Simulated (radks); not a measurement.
Values are calculated unless marked as measured or tabulated.
Ru4+, 40 electrons, occupied as [Ar] 3d10 4p6 4d4 5d2 (not the ground configuration).

Code: a radial shooting solver on a logarithmic mesh with Libxc functionals. Model: scalar-relativistic Kohn-Sham, XLYP, spin-polarised, spherical densities, finite nucleus; open shells are filled with parallel spins first (spin-orbit coupling, left out, can overturn this in heavy ions); Fermi nuclear charge, rms radius 4.4809 fm.

Energy parts (eV):
part                       energy
total                 -122991.770
kinetic                127190.875
electron-nucleus      -293761.233
Hartree                 47162.922
exchange-correlation    -3584.335

Orbitals (lengths in bohr, moments of r in powers of bohr; r(max) is where P^2 peaks; r(90%) holds 90 % of the orbital's charge):
orbital  occ.  eigenvalue (eV)     <r^2>  r(90%)   r(max)
1s up       1        -22023.78  0.001509  0.0599  0.02171
1s down     1        -22023.78  0.001509  0.0599  0.02171
2s up       1        -3234.716   0.02501   0.225   0.1229
2s down     1        -3233.745   0.02500   0.225   0.1229
2p up       3        -2905.672   0.01968   0.207  0.09821
2p down     3        -2904.935   0.01967   0.207  0.09820
3s up       1        -633.5497    0.1853   0.594   0.3614
3s down     1        -633.0230    0.1852   0.593   0.3615
3p up       3        -525.4569    0.1884   0.607   0.3545
3p down     3        -524.8584    0.1881   0.607   0.3547
3d up       5        -351.6070    0.1756   0.609   0.3005
3d down     5        -350.6953    0.1753   0.609   0.3007
4p up       3        -116.9256     1.265    1.54   0.9564
4p down     3        -112.6416     1.272    1.55   0.9528
4d up       4         -69.6008     1.809    1.88    1.087
4d down     0         -65.6244     1.871    1.92    1.089
5d up       2         -26.8175     10.51    4.36    2.893

The highest occupied level is 5d up at -26.818 eV. The configuration is held as typed, so some empty levels lie below it. The electron density at the nucleus is 1.122e+05 e/bohr^3 (large components only).
